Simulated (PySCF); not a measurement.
Bonding in `CCPC(=O)OC`

Compound: C₄H₉O₂P.
SMILES with atom numbers: `[CH3:1][CH2:2][PH:3][C:4](=[O:5])[O:6][CH3:7]` (hydrogens: H8, H9, H10 on C1; H11, H12 on C2; H13 on P3; H14, H15, H16 on C7)

Geometry (GFN2-xTB, Å), atoms numbered from 1 in this order:
```xyz
16
C4H9O2P angstrom
C     -2.6203    0.4797    0.2207
C     -1.8000   -0.7984    0.0956
P     -0.3584   -0.5469   -1.0571
C      0.8284    0.1902    0.1484
O      0.5511    0.8842    1.0888
O      2.0580   -0.1206   -0.2539
C      3.1563    0.4197    0.4753
H     -2.0169    1.2678    0.6654
H     -2.9587    0.8131   -0.7588
H     -3.4913    0.3123    0.8513
H     -2.4082   -1.6015   -0.3289
H     -1.4343   -1.1140    1.0758
H      0.1901   -1.8238   -0.9175
H      3.4313   -0.2620    1.2824
H      2.8853    1.3890    0.8966
H      3.9799    0.5201   -0.2281
```

Bond orders from the PBE0/pcSseg-1 density (PySCF). The structure is a single GFN2-xTB conformer in the gas phase; no vibrational or solvent corrections.

Task: How far do the computed orders between heavy atoms stray from the drawn ones?

Result: The largest departure is 0.146, at O6–C7 (drawn single, 0.854). Drawn single, order below 0.88: O6–C7 (0.854).

Task: Set the Mayer orders of the bonds between heavy atoms beside their lengths.

Result: 
```tsv
bond	drawn as	length (Å)	Mayer order
C1–C2	single	1.524	1.034
C2–P3	single	1.863	0.989
P3–C4	single	1.845	0.894
C4–O5	double	1.201	1.882
C4–O6	single	1.331	1.095
O6–C7	single	1.425	0.854
```

By pair of heavy elements: C–P: lowest P3–C4 (0.894, 1.845 Å), highest C2–P3 (0.989, 1.863 Å); in 1 of the 1 pairs the longer bond (by over 0.003 Å) has the higher order (by 0.02 or more). C–O: lowest O6–C7 (0.854, 1.425 Å), highest C4–O5 (1.882, 1.201 Å).

Task: And the bonds to hydrogen?

Result: C–H: 0.94 to 0.97 (8 bonds); H–P: 0.93 (1 bond).

Task: Sum the orders of all bonds at each heavy atom with more than one neighbour and set the sums beside the valence in the SMILES.

Result: C1 3.924 (drawn 4), C2 3.907 (drawn 4), P3 2.816 (drawn 3), C4 3.871 (drawn 4), O6 1.949 (drawn 2), C7 3.751 (drawn 4). Orders between atoms that aren't bonded are not in these sums.

For a closed shell the Mayer order of atoms A and B is Σ (PS)μν (PS)νμ over the basis functions μ on A and ν on B, with P the density and S the overlap matrix.

These values come from a run that also computed NMR shieldings. The run took 23 s wall on an Arm Neoverse V1 with one thread, no GPU, on a shared host, and the process peaked at 0.77 GiB of memory.
